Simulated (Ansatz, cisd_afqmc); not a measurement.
System: CBr$_{2}$F$_{2}$, charge 0, singlet. CBr2F2 (dibromo(difluoro)methane, SMILES FC(F)(Br)Br).
B3LYP-D3(BJ)/def2-TZVP minimum from Ansatz (a quantum-chemistry and plane-wave program):
```xyz
5

F     -0.0699    -1.5099    -0.9838
C     -0.0418    -0.6608     0.0422
F     -0.1124    -1.3697     1.1678
Br    -1.5890     0.5267    -0.0657
Br     1.6430     0.3270     0.0112
```
Charge 0, spin multiplicity 1.

Atomisation energy term by term, kcal/mol (programs: Ansatz, cisd_afqmc). Open shells are spin-unrestricted; no spin-orbit coupling. Correlated methods leave the cores frozen (noble-gas shells, and filled d and f shells in the p block). No relativity. The Monte Carlo rows (phaseless AFQMC, CISD trial, step 0.005/hartree) carry one-sigma bars that omit the constraint's bias. Outlying blocks are dropped, and bars are widened where a walk drifts. Over all cases where full CI ran beside it in this data, AFQMC minus full CI had a median of +0.1 mEh and passed +0.4 mEh in a tenth of the cases. CBS(X,Y): correlation extrapolated as X^-3, Hartree-Fock from the larger set. A bracket is a step between two methods taken in the basis named. Spin-orbit terms, left out, reach several kcal/mol for Br and I, and more for heavier atoms.

```json
[
 {"term": "Hartree-Fock", "basis": "cc-pVQZ", "kcal/mol": "213.99"},
 {"term": "CCSD correlation", "basis": "CBS(cc-pVTZ,cc-pVQZ)", "kcal/mol": "133.57"},
 {"term": "(T)", "basis": "CBS(cc-pVTZ,cc-pVQZ)", "kcal/mol": "15.21"},
 {"term": "CCSDT(Q) - CCSD(T)", "basis": "cc-pVDZ", "kcal/mol": "0.71"},
 {"term": "sum: De", "basis": "", "kcal/mol": "363.5"}
]
```

The step beyond CCSD(T) by other levels: AFQMC/CISD in cc-pVTZ 0.91 ± 0.27 kcal/mol.
